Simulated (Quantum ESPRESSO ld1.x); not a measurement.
Task: The aim is the sulfur ion S3+ in [Ne] 3s2 3p1. This ld1.x (Quantum ESPRESSO 7.5) run was made with `OMP_NUM_THREADS=1 ld1.x < ld1.in > ld1.out`. Can the result be used? Name any fault.

```
 &input
    zed=16.0,
    iswitch=1,
    rel=1,
    dft='SLA-VWN',
    config='[Ne] 3s2 3p1',
    relpert=.true.,
    prefix='ld1',
    max_out_wfc=37,
    file_charge='ld1.rho',
 /
```

Output (excerpt):

```
     Program LD1 v.7.5 starts

 %%%%%%%%%%%%%%%%%%%%%%%%%%%%%%%%%%%%%%%%%%%%%%%%%%%%%%%%%%%%%%%%%%%%%%%%%%%%%%
     Error in routine ld1_readin (1):
     perturbative SO-splitting for AE calculations with rel=0 only
 %%%%%%%%%%%%%%%%%%%%%%%%%%%%%%%%%%%%%%%%%%%%%%%%%%%%%%%%%%%%%%%%%%%%%%%%%%%%%%

     stopping ...
```

Result: No (refused). The line at issue: relpert=.true.. The program stops in ld1_readin with "perturbative SO-splitting for AE calculations with rel=0 only": the perturbative correction needs rel = 0. The sound input gives -395.3369 hartree.
